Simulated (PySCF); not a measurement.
A core-ionisation job on `F[Si@H](P)[SeH]`.

Method: delta-SCF UKS SCAN, pcX-2 on the ionised atom, pcseg-1 elsewhere, spin-free X2C (PySCF 2.14.0). Geometry: GFN2-xTB. A driver script takes a list of jobs; this job's settings line and coordinates (Å) are shown.

Input:
```
{"job": {"kind": "xps"}, "charge": 0, "multiplicity": 1}
F      2.012898     0.191411    -1.022476
Si     0.860200     0.060332     0.087872
P     -0.494858    -1.607907    -0.559640
Se    -0.020284     2.172254     0.171879
H      1.590034    -0.239539     1.310664
H     -1.291621    -1.527546     0.571075
H     -1.354169    -0.808010    -1.297142
H     -1.293143     1.768417     0.713203
```

Q: What does the run print?

A: 
```
ground state, core basis on atom 0 (F), 128 functions
  cycle   1  E = -3157.92227095  |g| = 6.68e-01
  cycle   2  E = -3157.71707216  |g| = 1.34e+00
  cycle   3  E = -3157.99829073  |g| = 1.04e-01
  cycle   4  E = -3158.00067963  |g| = 4.45e-02
  cycle   5  E = -3158.00117620  |g| = 1.26e-02
  cycle   6  E = -3158.00122635  |g| = 4.69e-03
  cycle   7  E = -3158.00123367  |g| = 1.21e-03
  cycle   8  E = -3158.00123189  |g| = 2.42e-04
  E(ground) = -3158.05975124 Eh
hole in F 1s of atom 0
  cycle   1  E = -3131.65021373  |g| = 2.58e+00
  cycle   2  E = -3131.42679620  |g| = 2.17e+00
  cycle   3  E = -3132.44372671  |g| = 4.21e-01
  cycle   4  E = -3132.46025142  |g| = 3.40e-01
  cycle   5  E = -3132.54749023  |g| = 4.46e-02
  cycle   6  E = -3132.54876322  |g| = 1.62e-02
  cycle   7  E = -3132.54895643  |g| = 4.73e-03
  cycle   8  E = -3132.54897253  |g| = 1.73e-03
  cycle   9  E = -3132.54897286  |g| = 4.10e-04
  E(ion) = -3132.61463969 Eh   <S^2> = 0.7566   hole on atom = 1.000   binding energy = 692.397 eV
ground state, core basis on atom 1 (Si), 139 functions
  cycle   1  E = -3158.05600723  |g| = 3.06e-01
  cycle   2  E = -3158.05270844  |g| = 1.81e-01
  cycle   3  E = -3158.05320277  |g| = 1.68e-01
  cycle   4  E = -3158.05771118  |g| = 1.12e-02
  cycle   5  E = -3158.05773103  |g| = 2.44e-03
  cycle   6  E = -3158.05773508  |g| = 4.59e-04
  E(ground) = -3158.07239339 Eh
hole in Si 1s of atom 1
  cycle   1  E = -3089.06429957  |g| = 4.35e+00
  cycle   2  E = -3087.91583914  |g| = 2.59e+00
  cycle   3  E = -3088.71909725  |g| = 1.32e+00
  cycle   4  E = -3090.02495557  |g| = 3.91e-01
  cycle   5  E = -3090.12251958  |g| = 1.29e-01
  cycle   6  E = -3090.12612513  |g| = 1.03e-01
  cycle   7  E = -3090.12998400  |g| = 2.06e-02
  cycle   8  E = -3090.13019703  |g| = 6.13e-03
  cycle   9  E = -3090.13021472  |g| = 2.57e-03
  cycle  10  E = -3090.13022304  |g| = 8.02e-04
  cycle  11  E = -3090.13022056  |g| = 2.65e-04
  E(ion) = -3090.15464456 Eh   <S^2> = 0.7527   hole on atom = 1.000   binding energy = 1848.136 eV
hole in Si 2p of atom 1
  cycle   1  E = -3153.73027591  |g| = 1.24e+00
  cycle   2  E = -3152.81713355  |g| = 1.60e+00
  cycle   3  E = -3153.86993199  |g| = 5.06e-01
  cycle   4  E = -3154.05310245  |g| = 1.31e-01
  cycle   5  E = -3154.06328841  |g| = 3.81e-02
  cycle   6  E = -3154.06406631  |g| = 1.91e-02
  cycle   7  E = -3154.06435814  |g| = 4.23e-03
  cycle   8  E = -3154.06437097  |g| = 1.62e-03
  cycle   9  E = -3154.06437213  |g| = 7.88e-04
  cycle  10  E = -3154.06437146  |g| = 2.91e-04
  E(ion) = -3154.09209999 Eh   <S^2> = 0.7523   hole on atom = 1.003   binding energy = 108.309 eV
  2p3/2 = 108.147 eV   2p1/2 = 108.775 eV
ground state, core basis on atom 2 (P), 139 functions
  cycle   1  E = -3158.06735259  |g| = 3.41e-01
  cycle   2  E = -3158.06684537  |g| = 6.38e-02
  cycle   3  E = -3158.06563372  |g| = 9.77e-02
  cycle   4  E = -3158.06797126  |g| = 8.72e-03
  cycle   5  E = -3158.06798908  |g| = 3.66e-03
  cycle   6  E = -3158.06798882  |g| = 3.98e-04
  E(ground) = -3158.09373121 Eh
hole in P 1s of atom 2
  cycle   1  E = -3077.89566676  |g| = 4.72e+00
  cycle   2  E = -3076.04094068  |g| = 2.58e+00
  cycle   3  E = -3069.39485315  |g| = 2.53e+00
  cycle   4  E = -3079.01806366  |g| = 2.35e-01
  cycle   5  E = -3079.02260883  |g| = 1.93e-01
  cycle   6  E = -3079.04549076  |g| = 5.89e-02
  cycle   7  E = -3079.04762577  |g| = 1.76e-02
  cycle   8  E = -3079.04783528  |g| = 4.02e-03
  cycle   9  E = -3079.04783895  |g| = 1.48e-03
  cycle  10  E = -3079.04783971  |g| = 7.91e-04
  cycle  11  E = -3079.04784241  |g| = 2.38e-04
  E(ion) = -3079.07452332 Eh   <S^2> = 0.7519   hole on atom = 1.000   binding energy = 2150.222 eV
hole in P 2p of atom 2
  cycle   1  E = -3152.63175617  |g| = 1.38e+00
  cycle   2  E = -3150.62179092  |g| = 1.76e+00
  cycle   3  E = -3152.46572453  |g| = 8.17e-01
  cycle   4  E = -3153.00944909  |g| = 1.31e-01
  cycle   5  E = -3153.01894630  |g| = 8.09e-02
  cycle   6  E = -3153.02247674  |g| = 3.58e-02
  cycle   7  E = -3153.02334581  |g| = 8.14e-03
  cycle   8  E = -3153.02339533  |g| = 2.17e-03
  cycle   9  E = -3153.02339509  |g| = 7.86e-04
  cycle  10  E = -3153.02339509  |g| = 4.32e-04
  E(ion) = -3153.06015688 Eh   <S^2> = 0.7535   hole on atom = 1.002   binding energy = 136.971 eV
  2p3/2 = 136.735 eV   2p1/2 = 137.626 eV
```

Cycles run on a coarse grid; E(ground) and E(ion) are re-evaluated on a finer one, so they differ from the last cycle. For a 2p shell the printed binding energy is that of one 2p hole without spin–orbit coupling; the 2p3/2 and 2p1/2 values follow from a further step that adds the ground-state splitting of the three 2p orbitals and a mean-field spin–orbit operator, and the shell mean corrects the one hole to the average of the three. Atoms in this output count from 0.

Q: How does the 1s binding energy of P3 follow from the two total energies?

A: E(ion) − E(ground) = -3079.07452332 − (-3158.09373121) = 79.019208 Eh, times 27.211386 eV gives 2150.22 eV.

Summary of the converged run: F1s of F1 692.40 eV; Si1s of Si2 1848.14 eV; Si2p of Si2 108.36 eV (mean of the 2p shell); P1s of P3 2150.22 eV; P2p of P3 137.03 eV (mean of the 2p shell).

One conformer (not necessarily the lowest) at the GFN2-xTB geometry, without solvent, vibrations or thermal averaging.

Q: How long does this job take on one thread of an Arm Neoverse N1 (shared host)?

A: About 56 s.
Labels such as C1 count atoms from 1, the log's own numbers from 0.
